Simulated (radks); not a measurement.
The samarium ion Sm35+, 27 electrons, occupied as [Ar] 3d9.

All-electron calculation, Dirac Kohn-Sham, LB94 model potential, spin-unpolarised, spherical densities, finite nucleus; open shells fill j = l - 1/2 first; Fermi nuclear charge, rms radius 5.0819 fm. Program: a radial shooting solver on a logarithmic mesh with Libxc functionals.

Energy parts (hartree):
kinetic: 10566.1395
electron-nucleus: -22145.1104
Hartree: 2075.6048
(The LB94 potential has no energy functional, so no total or exchange-correlation energy is given.)

Orbitals (lengths in bohr, moments of r in powers of bohr; r(90%) holds 90 % of the orbital's charge):
| orbital | occ. | eigenvalue (hartree) | r(90%) |
|---|---|---|---|
| 1s1/2 | 2 | -1775.977 | 0.0410 |
| 2s1/2 | 2 | -335.8057 | 0.149 |
| 2p1/2 | 2 | -321.7589 | 0.132 |
| 2p3/2 | 4 | -299.2569 | 0.141 |
| 3s1/2 | 2 | -112.3496 | 0.364 |
| 3p1/2 | 2 | -106.3429 | 0.356 |
| 3p3/2 | 4 | -101.5507 | 0.372 |
| 3d3/2 | 4 | -91.35214 | 0.341 |
| 3d5/2 | 5 | -90.27542 | 0.345 |

The highest occupied level is 3d5/2 at -2456.5 eV. Summed over all electrons, <r^2> = 1.152 bohr^2, which gives a Langevin (diamagnetic) susceptibility term of -0.912 x 10^-6 cm^3/mol. The electron density at the nucleus is 5.307e+05 e/bohr^3. For comparison, the ionisation energy in NIST's Atomic Spectra Database is 2466 eV (theoretical). In exact Kohn-Sham theory the highest level is minus the ionisation energy, but local and semilocal functionals leave it too shallow, through self-interaction and a potential that decays too fast; potentials with the right tail come closer. The density falls to 0.001 e/bohr^3 at r = 0.80 bohr.

Beside tabulated values, note that spin-unpolarised runs miss the spin-polarisation part of the exchange energy of open shells.
